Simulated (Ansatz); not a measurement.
The cluster Au₅Se₂⁺, 7 atoms. Hardware: 4 threads of Arm Neoverse V2 on a shared host.

In the def2 sets Au takes a core potential; there is no spin–orbit coupling. Correlated methods freeze 18 core orbitals; core or outer-core shells of Au, Se are correlated, in sets that lack core-valence functions.

Problem. How many basis functions does each of these Ansatz runs have, and roughly what does it cost? PBE0-D4/def2-TZVP, charge 1 singlet, energy, from earlier orbitals; HSE06-D4/def2-TZVP, charge 1 singlet, energy, from earlier orbitals; RPA@PBE/def2-TZVP, charge 1 singlet, energy, from earlier orbitals; r2SCAN0-D4/def2-TZVP, charge 1 singlet, energy, from earlier orbitals; LDA (SPW92)/def2-TZVP, charge 1 singlet, energy, from earlier orbitals; PBE0-D4/def2-SVP, charge 1 singlet, energy with a search over starts; r2SCAN-D4/def2-TZVP, charge 1 singlet, energy, from earlier orbitals; PBE0-D4/def2-SVP, charge 1 singlet, relaxation, 13 steps; PBE-D4/def2-SVP, charge 1 singlet, energy, from earlier orbitals; PBE0-D4/def2-SVP, charge 1 singlet, energy, from earlier orbitals; PBE-D4/def2-TZVP, charge 1 singlet, energy and forces, from earlier orbitals; MP2/def2-TZVP, charge 1 singlet, energy, from earlier orbitals.

Solution. Other jobs shared the machine, so times can vary by a factor of up to 3. A dash marks memory too small to be measured apart from the calling script's.

```csv
run,functions,fitting or Cholesky vectors,wall time,peak host memory (GiB)
"LDA (SPW92)/def2-TZVP, charge 1 singlet, energy, from earlier orbitals",296,2564,5 s,0.69
"PBE-D4/def2-SVP, charge 1 singlet, energy, from earlier orbitals",224,2292,6 s,–
"PBE0-D4/def2-SVP, charge 1 singlet, energy, from earlier orbitals",224,2244,12 s,0.96
"PBE-D4/def2-TZVP, charge 1 singlet, energy and forces, from earlier orbitals",296,2564,12 s,0.7
"PBE0-D4/def2-SVP, charge 1 singlet, energy with a search over starts",224,2244,13 s,0.96
"r2SCAN-D4/def2-TZVP, charge 1 singlet, energy, from earlier orbitals",296,2564,23 s,0.77
"HSE06-D4/def2-TZVP, charge 1 singlet, energy, from earlier orbitals",296,2879,25 s,1.9
"PBE0-D4/def2-TZVP, charge 1 singlet, energy, from earlier orbitals",296,2879,25 s,1.8
"MP2/def2-TZVP, charge 1 singlet, energy, from earlier orbitals",296,2524,26 s,1.4
"r2SCAN0-D4/def2-TZVP, charge 1 singlet, energy, from earlier orbitals",296,2879,36 s,1.9
"RPA@PBE/def2-TZVP, charge 1 singlet, energy, from earlier orbitals",296,2524,37 s,1.4
"PBE0-D4/def2-SVP, charge 1 singlet, relaxation, 13 steps",224,2476,2.8 min,1
```
